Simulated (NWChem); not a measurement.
CH4F2OSi; SMILES OC[SiH](F)F

```xyz
9

O      0.1206     2.1774     0.1734
C     -0.6271     1.1184    -0.4258
Si     0.0242    -0.4744     0.3334
F     -0.9543    -1.6713    -0.1131
F      1.4785    -0.8130    -0.2567
H     -0.1506     3.0152    -0.2314
H     -0.5031     1.0838    -1.5207
H     -1.7088     1.2085    -0.2285
H      0.1038    -0.4365     1.8079
```
Atoms are numbered in this order, from 1.

All runs: NWChem. All runs use the structure optimised with B3LYP/6-31G* (spherical d).

Question: Predict the results for CAM-B3LYP/def2-TZVP. Quantities: highest occupied level (eV); orbital gap (eV); dipole (D).

Answer: The highest occupied level (eV) comes out as -10.04 and the orbital gap (eV) comes out as 11.09. The dipole (D) is 2.80.
